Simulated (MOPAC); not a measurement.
Job for MOPAC: AM1 on H5NSi (SMILES N[SiH3]), a point of a bond scan (R = 1.551 Å).

```
AM1 1SCF PRECISE CHARGE=0 THREADS=1
H5NSi

N      0.96875846 1    -0.06656316 1    -0.09616915 1
Si    -0.57330372 1     0.04712310 1     0.03033856 1
H      1.56533096 1     0.61407381 1     0.34742422 1
H      1.41050679 1    -0.97236431 1    -0.11414676 1
H     -1.14118321 1    -0.28608098 1     1.36605757 1
H     -0.95227392 1     1.44629769 1    -0.27348173 1
H     -1.17949996 1    -0.88202113 1    -0.95090140 1
```

Program output:

```
*******************************************************************************
 **                                                                           **
 **                              MOPAC v23.2.5                                **
 **                                                                           **
 *******************************************************************************
 ** MOPAC's Digital Object Identifier: https://doi.org/10.5281/zenodo.6511958 **
 **                                                                           **
 ** Please cite the open-source release paper for use of this MOPAC version:  **
 ** J. E. Moussa and J. J. P. Stewart (2026)                                  **
 ** MOPAC: An open-source semiempirical molecular orbital program             **
 ** J. Open Source Softw., 11(119), 8025, https://doi.org/10.21105/joss.08025 **
 *******************************************************************************

                              AM1 CALCULATION RESULTS

 *******************************************************************************
 *  AM1        - The AM1 Hamiltonian to be used
 *
 *
 *
 *                 CHARGE ON SYSTEM = 0
 *
 *
 *
 *  PRECISE    - TIGHTER CRITERIA TO BE USED
 *  1SCF       - DO 1 SCF AND THEN STOP
 *  THREADS=1  - MULTI-THREADING NOT USED
 *  T=         - A TIME OF 172800.0 SECONDS REQUESTED
 *  DUMP=N     - RESTART FILE WRITTEN EVERY 7200.0 SECONDS REQUESTED
 *******************************************************************************
AM1 1SCF PRECISE CHARGE=0 THREADS=1
 H5NSi

   ATOM   CHEMICAL          X               Y               Z
  NUMBER   SYMBOL      (ANGSTROMS)     (ANGSTROMS)     (ANGSTROMS)

     1       N          0.96875846  *  -0.06656316  *  -0.09616915  *
     2      Si         -0.57330372  *   0.04712310  *   0.03033856  *
     3       H          1.56533096  *   0.61407381  *   0.34742422  *
     4       H          1.41050679  *  -0.97236431  *  -0.11414676  *
     5       H         -1.14118321  *  -0.28608098  *   1.36605757  *
     6       H         -0.95227392  *   1.44629769  *  -0.27348173  *
     7       H         -1.17949996  *  -0.88202113  *  -0.95090140  *



          CARTESIAN COORDINATES

    NO.       ATOM           X           Y           Z

     1         N          0.9688     -0.0666     -0.0962
     2        Si         -0.5733      0.0471      0.0303
     3         H          1.5653      0.6141      0.3474
     4         H          1.4105     -0.9724     -0.1141
     5         H         -1.1412     -0.2861      1.3661
     6         H         -0.9523      1.4463     -0.2735
     7         H         -1.1795     -0.8820     -0.9509

  H: (AM1): M.J.S. DEWAR ET AL, J. AM. CHEM. SOC. 107 3902-3909 (1985)
  N: (AM1): M.J.S. DEWAR ET AL, J. AM. CHEM. SOC. 107 3902-3909 (1985)
 Si: (AM1): M.J.S.DEWAR, C. JIE, ORGANOMETALLICS, 6, 1486-1490 (1987).

           Empirical Formula: H5 N Si  =     7 atoms



      MOLECULAR POINT GROUP   :   Cs


      RHF CALCULATION, NO. OF DOUBLY OCCUPIED LEVELS = 7


 -------------------------------------------------------------------------------
 AM1 1SCF PRECISE CHARGE=0 THREADS=1
 H5NSi



     1SCF WAS SPECIFIED, SO BFGS WAS NOT USED
     SCF FIELD WAS ACHIEVED


                              AM1 CALCULATION
                                                       MOPAC v23.2.5 Linux




          FINAL HEAT OF FORMATION =         -3.12098 KCAL/MOL =     -13.05818 KJ/MOL


          COSMO AREA              =         88.70 SQUARE ANGSTROMS
          COSMO VOLUME            =         74.62 CUBIC ANGSTROMS

          IONIZATION POTENTIAL    =          9.802161 EV
          HOMO LUMO ENERGIES (EV) =         -9.802  1.829
          NO. OF FILLED LEVELS    =          7
          MOLECULAR WEIGHT        =         47.1317         POINT GROUP:  Cs

          MOLECULAR DIMENSIONS (Angstroms)

            Atom       Atom       Distance
            H     7    H     3     3.38497
            H     4    H     6     3.26090
            N     1    H     5     2.04586


          SCF CALCULATIONS        =          1





   ATOM   CHEMICAL          X               Y               Z
  NUMBER   SYMBOL      (ANGSTROMS)     (ANGSTROMS)     (ANGSTROMS)

     1       N          0.96875846  *  -0.06656316  *  -0.09616915  *
     2      Si         -0.57330372  *   0.04712310  *   0.03033856  *
     3       H          1.56533096  *   0.61407381  *   0.34742422  *
     4       H          1.41050679  *  -0.97236431  *  -0.11414676  *
     5       H         -1.14118321  *  -0.28608098  *   1.36605757  *
     6       H         -0.95227392  *   1.44629769  *  -0.27348173  *
     7       H         -1.17949996  *  -0.88202113  *  -0.95090140  *

                             CARTESIAN COORDINATES

   1    N        0.968758460    -0.066563160    -0.096169150
   2   Si       -0.573303720     0.047123100     0.030338560
   3    H        1.565330960     0.614073810     0.347424220
   4    H        1.410506790    -0.972364310    -0.114146760
   5    H       -1.141183210    -0.286080980     1.366057570
   6    H       -0.952273920     1.446297690    -0.273481730
   7    H       -1.179499960    -0.882021130    -0.950901400


           Empirical Formula: H5 N Si  =     7 atoms



      MOLECULAR POINT GROUP   :   Cs


                  EIGENVALUES
 -33.19257 -17.22321 -17.11060 -13.81854 -12.93476 -11.52166  -9.80216   1.82933
   1.87345   2.16346   2.64646   5.00474   5.77915


              NET ATOMIC CHARGES AND DIPOLE CONTRIBUTIONS

  ATOM NO.   TYPE          CHARGE      No. of ELECS.   s-Pop       p-Pop
    1          N          -0.711895        5.7119     1.50557     4.20632
    2         Si           1.074444        2.9256     0.79289     2.13266
    3          H           0.185865        0.8141     0.81413
    4          H           0.185865        0.8141     0.81413
    5          H          -0.281257        1.2813     1.28126
    6          H          -0.226512        1.2265     1.22651
    7          H          -0.226512        1.2265     1.22651
 DIPOLE           X         Y         Z       TOTAL
 POINT-CHG.     0.246    -0.077     0.180     0.315
 HYBRID         0.931    -0.218     0.438     1.052
 SUM            1.177    -0.295     0.618     1.362


          ATOMIC ORBITAL ELECTRON POPULATIONS

     Atom    s        px        py        pz
    1  N   1.50557   1.24453   1.17572   1.78607
    2 Si   0.79289   0.59456   0.77643   0.76167
    3  H   0.81413
    4  H   0.81413
    5  H   1.28126
    6  H   1.22651
    7  H   1.22651

 **********************
 *                    *
 * JOB ENDED NORMALLY *
 *                    *
 **********************




 == MOPAC DONE ==
```

The run finished.

Cost: very roughly 0.020 core-seconds.
